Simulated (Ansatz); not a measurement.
Ansatz (a quantum-chemistry and plane-wave program) input (HF/LANL2DZ): The .json file is the Basis Set Exchange's LANL2DZ.

Ansatz 0.2 input:
```yaml
crystal:
  periodic: [false, false, false]
  atoms:
    - {symbol: Ge, position_ang: [-0.00000000, -0.00000000, -1.29966444]}
    - {symbol: Br, position_ang: [0.00000000, 0.00000000, 1.18826464]}
basis:
  gaussian:
    orbitals: LANL2DZ.json
hamiltonian:
  xc: {name: HF}
magnetization: {spin_polarized: true, initial_magnetization: 1}
phonons: {temperatures: {t_min: 298.15, t_max: 298.15, t_step: 100}}
```

Output:

```
Functional definition: HF
integrals: 0.00 GiB planned
282 factors; integrals over basis functions are off by at most 1.4e-4 eV
mean field: 0.04 GiB planned
mean field evaluation 1: about -450.5039 eV, gradient 6.5e0 eV
mean field evaluation 2: about -450.5047 eV, gradient 6.5e0 eV
mean field evaluation 4: about -451.0706 eV, gradient 6.2e-1 eV
mean field evaluation 8: about -451.0834 eV, gradient 5.0e-3 eV
mean field -451.08335570 eV, -16.5770075668 hartree, gradient 2.4e-5 eV, S^2 0.753567; 0 other end points of the search recorded, 0 dependent functions left out
the calculation of the forces begins
reference -451.08335570 eV, -16.5770075668 hartree; 6, 5 occupied and 10, 11 virtual orbitals, 282 factors
these checks for a lower state are left out or cut short: stability, starts, cluster_reference, orbital_swaps, neighbouring_geometries, increment
integrals: 0.00 GiB planned
282 factors; integrals over basis functions are off by at most 1.4e-4 eV
mean field: 0.04 GiB planned
mean field evaluation 16: about -451.0834 eV, gradient 2.9e-2 eV
mean field -451.08335570 eV, -16.5770075668 hartree, gradient 7.9e-7 eV, S^2 0.753568; 0 other end points of the search recorded, 0 dependent functions left out
the calculation of the forces begins
reference -451.08335570 eV, -16.5770075668 hartree; 6, 5 occupied and 10, 11 virtual orbitals, 282 factors
these checks for a lower state are left out or cut short: stability, starts, cluster_reference, orbital_swaps, neighbouring_geometries, increment
integrals: 0.00 GiB planned
282 factors; integrals over basis functions are off by at most 1.4e-4 eV
mean field: 0.04 GiB planned
mean field -451.08335570 eV, -16.5770075668 hartree, gradient 7.9e-7 eV, S^2 0.753568; 0 other end points of the search recorded, 0 dependent functions left out
the calculation of the forces begins
reference -451.08335570 eV, -16.5770075668 hartree; 6, 5 occupied and 10, 11 virtual orbitals, 282 factors
these checks for a lower state are left out or cut short: stability, starts, cluster_reference, orbital_swaps, neighbouring_geometries, increment
integrals: 0.00 GiB planned
282 factors; integrals over basis functions are off by at most 1.4e-4 eV
mean field: 0.04 GiB planned
mean field evaluation 32: about -451.0834 eV, gradient 1.6e-5 eV
mean field -451.08335570 eV, -16.5770075668 hartree, gradient 6.2e-7 eV, S^2 0.753568; 0 other end points of the search recorded, 0 dependent functions left out
the calculation of the forces begins
reference -451.08335570 eV, -16.5770075668 hartree; 6, 5 occupied and 10, 11 virtual orbitals, 282 factors
these checks for a lower state are left out or cut short: stability, starts, cluster_reference, orbital_swaps, neighbouring_geometries, increment
integrals: 0.00 GiB planned
282 factors; integrals over basis functions are off by at most 1.4e-4 eV
mean field: 0.04 GiB planned
mean field -451.08335570 eV, -16.5770075668 hartree, gradient 6.2e-7 eV, S^2 0.753568; 0 other end points of the search recorded, 0 dependent functions left out
the calculation of the forces begins
reference -451.08335570 eV, -16.5770075668 hartree; 6, 5 occupied and 10, 11 virtual orbitals, 282 factors
these checks for a lower state are left out or cut short: stability, starts, cluster_reference, orbital_swaps, neighbouring_geometries, increment
integrals: 0.00 GiB planned
282 factors; integrals over basis functions are off by at most 1.4e-4 eV
mean field: 0.04 GiB planned
mean field -451.08332704 eV, -16.5770065133 hartree, gradient 2.8e-6 eV, S^2 0.753549; 0 other end points of the search recorded, 0 dependent functions left out
the calculation of the forces begins
reference -451.08332704 eV, -16.5770065133 hartree; 6, 5 occupied and 10, 11 virtual orbitals, 282 factors
these checks for a lower state are left out or cut short: stability, starts, cluster_reference, orbital_swaps, neighbouring_geometries, increment
integrals: 0.00 GiB planned
282 factors; integrals over basis functions are off by at most 1.4e-4 eV
mean field: 0.04 GiB planned
mean field -451.08332943 eV, -16.5770066014 hartree, gradient 2.6e-6 eV, S^2 0.753586; 0 other end points of the search recorded, 0 dependent functions left out
the calculation of the forces begins
reference -451.08332943 eV, -16.5770066014 hartree; 6, 5 occupied and 10, 11 virtual orbitals, 282 factors
these checks for a lower state are left out or cut short: stability, starts, cluster_reference, orbital_swaps, neighbouring_geometries, increment
integrals: 0.00 GiB planned
282 factors; integrals over basis functions are off by at most 1.4e-4 eV
mean field: 0.04 GiB planned
mean field -451.08335570 eV, -16.5770075668 hartree, gradient 7.9e-7 eV, S^2 0.753568; 0 other end points of the search recorded, 0 dependent functions left out
the calculation of the forces begins
reference -451.08335570 eV, -16.5770075668 hartree; 6, 5 occupied and 10, 11 virtual orbitals, 282 factors
these checks for a lower state are left out or cut short: stability, starts, cluster_reference, orbital_swaps, neighbouring_geometries, increment
integrals: 0.00 GiB planned
282 factors; integrals over basis functions are off by at most 1.4e-4 eV
mean field: 0.04 GiB planned
mean field evaluation 64: about -451.0818 eV, gradient 3.9e-2 eV
mean field -451.08335570 eV, -16.5770075668 hartree, gradient 7.9e-7 eV, S^2 0.753568; 0 other end points of the search recorded, 0 dependent functions left out
the calculation of the forces begins
reference -451.08335570 eV, -16.5770075668 hartree; 6, 5 occupied and 10, 11 virtual orbitals, 282 factors
these checks for a lower state are left out or cut short: stability, starts, cluster_reference, orbital_swaps, neighbouring_geometries, increment
integrals: 0.00 GiB planned
282 factors; integrals over basis functions are off by at most 1.4e-4 eV
mean field: 0.04 GiB planned
mean field -451.08335570 eV, -16.5770075668 hartree, gradient 6.2e-7 eV, S^2 0.753568; 0 other end points of the search recorded, 0 dependent functions left out
the calculation of the forces begins
reference -451.08335570 eV, -16.5770075668 hartree; 6, 5 occupied and 10, 11 virtual orbitals, 282 factors
these checks for a lower state are left out or cut short: stability, starts, cluster_reference, orbital_swaps, neighbouring_geometries, increment
integrals: 0.00 GiB planned
282 factors; integrals over basis functions are off by at most 1.4e-4 eV
mean field: 0.04 GiB planned
mean field -451.08335570 eV, -16.5770075668 hartree, gradient 6.2e-7 eV, S^2 0.753568; 0 other end points of the search recorded, 0 dependent functions left out
the calculation of the forces begins
reference -451.08335570 eV, -16.5770075668 hartree; 6, 5 occupied and 10, 11 virtual orbitals, 282 factors
these checks for a lower state are left out or cut short: stability, starts, cluster_reference, orbital_swaps, neighbouring_geometries, increment
integrals: 0.00 GiB planned
282 factors; integrals over basis functions are off by at most 1.4e-4 eV
mean field: 0.04 GiB planned
mean field -451.08332943 eV, -16.5770066014 hartree, gradient 2.6e-6 eV, S^2 0.753586; 0 other end points of the search recorded, 0 dependent functions left out
the calculation of the forces begins
reference -451.08332943 eV, -16.5770066014 hartree; 6, 5 occupied and 10, 11 virtual orbitals, 282 factors
these checks for a lower state are left out or cut short: stability, starts, cluster_reference, orbital_swaps, neighbouring_geometries, increment
integrals: 0.00 GiB planned
282 factors; integrals over basis functions are off by at most 1.4e-4 eV
mean field: 0.04 GiB planned
mean field evaluation 96: about -451.0833 eV, gradient 2.9e-6 eV
mean field -451.08332704 eV, -16.5770065133 hartree, gradient 2.8e-6 eV, S^2 0.753549; 0 other end points of the search recorded, 0 dependent functions left out
the calculation of the forces begins
reference -451.08332704 eV, -16.5770065133 hartree; 6, 5 occupied and 10, 11 virtual orbitals, 282 factors
Total energy: -451.08335570 eV, -16.5770075668 hartree
Atom 0 at    -0.000000    -0.000000    -1.299664 Å, force    -0.000000     0.000000    -0.000445 eV/Å
Atom 1 at     0.000000     0.000000     1.188265 Å, force     0.000000    -0.000000     0.000445 eV/Å
Dipole moment:     0.000000    -0.000000    -0.814610 e Å
Vibrations: 250.65 cm⁻¹, zero-point energy 0.015538 eV
```

The blocks after the first are displaced geometries, from whose forces the wavenumbers follow.
